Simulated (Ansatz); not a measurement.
Basis-set series for CH6B2GeS, SMILES `SB[B]1[CH2][GeH2]1`. Total charge 0; spin multiplicity 1. Geometry: relaxed with PBE0-D4/def2-TZVP. It is one conformer, not always the lowest.

| functional | basis | functions | energy (Eh) | HOMO (eV) | LUMO (eV) |
| --- | --- | --- | --- | --- | --- |
| PBE0-D4 | def2-SVP | 122 | -2565.59874 | -6.50 | -1.60 |
| PBE0-D4 | def2-QZVPP | 510 | -2566.15726 | -6.57 | -1.73 |
| ωB97M-V | def2-SVP | 122 | -2565.91376 | -8.44 | 0.35 |
| ωB97M-V | def2-QZVPP | 510 | -2566.47449 | -8.53 | 0.11 |

(1) Give the rows for def2-TZVPP. (Estimate.)

## Answers

(1) Ansatz gave: 
```tsv
functional	basis	functions	energy (Eh)	HOMO (eV)	LUMO (eV)
PBE0-D4	def2-TZVPP	267	-2566.09511	-6.54	-1.69
ωB97M-V	def2-TZVPP	267	-2566.41446	-8.52	0.20
```

Positive LUMOs are unbound and depend on the basis. Scalar relativity is left out up to krypton.
